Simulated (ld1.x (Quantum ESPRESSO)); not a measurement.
## Se, TM: configuration errors across variants

* Element: selenium
* Generator: ld1.x (Quantum ESPRESSO) 7.5
* Type: norm-conserving Troullier–Martins (Kleinman–Bylander form)
* Functional: PBE
* Relativity: scalar-relativistic
* Frozen core: [Ar] 3d10
* Valence charge: 6
* Reference configuration: 4s1.5 4p4.5
* Partial waves: 4p (bound): rc 1.85 bohr; 4d channel at 0.4 Ry: rc 1.95 bohr; 4s (bound): rc 1.30 bohr
* Local potential: the s channel
* Core correction: none

All-electron excitation energies from the reference (eV): (1) 4s2 4p4 -5.414; (2) 4s2 4p3 5.430; (3) 4s2 4p2 25.779; (4) 4s1 4p5 5.467; (5) 4s2 4p0 98.831; (6) 4s0 4p6 16.550; (7) 4s2 4p3.5 -1.105.

A true bound ghost makes a file unfit for plane-wave use even where its test errors are small: the radial tests pick states by their node count and pass the ghost by.

Errors AE − PS in meV (a dash: test not solved or not reliable):

```csv
change,(1),(2),(3),(4),(5),(6),(7),bound ghosts
base,+1.4,-4.2,-25,+0.5,-59,+3.7,0.0,none
wave 4p (bound): rc 1.85 bohr becomes 4p (bound): rc 1.24 bohr,+3.1,+0.2,-21,+2.3,-66,+27,+3.2,p
wave 4p (bound): rc 1.85 bohr becomes 4p (bound): rc 1.44 bohr,+1.4,-4.3,-27,+0.4,-72,+4.9,+0.1,p
wave 4p (bound): rc 1.85 bohr becomes 4p (bound): rc 1.60 bohr,+1.4,-4.1,-25,+0.4,-54,+3.3,+0.1,none
wave 4p (bound): rc 1.85 bohr becomes 4p (bound): rc 1.84 bohr,+1.4,-4.2,-25,+0.4,-55,+3.5,0.0,none
wave 4p (bound): rc 1.85 bohr becomes 4p (bound): rc 1.96 bohr,+1.5,-4.3,-27,+0.5,-70,+4.5,+0.1,p
wave 4p (bound): rc 1.85 bohr becomes 4p (bound): rc 2.34 bohr,+2.3,-4.7,-36,+1.3,-159,+12,+0.7,p
wave 4p (bound): rc 1.85 bohr becomes 4p (bound): rc 2.58 bohr,+3.0,-5.4,-45,+2.0,-243,+18,+1.2,p
wave 4p (bound): rc 1.85 bohr becomes 4p (bound): rc 2.76 bohr,+3.4,-6.3,-53,+2.4,-313,+22,+1.4,p
```

Task: Give the same row for: wave 4p (bound): rc 1.85 bohr becomes 4p (bound): rc 2.20 bohr.

Result: +2.0, -4.6, -32, +1.0, -125, +9.3, +0.5; bound ghosts: p.
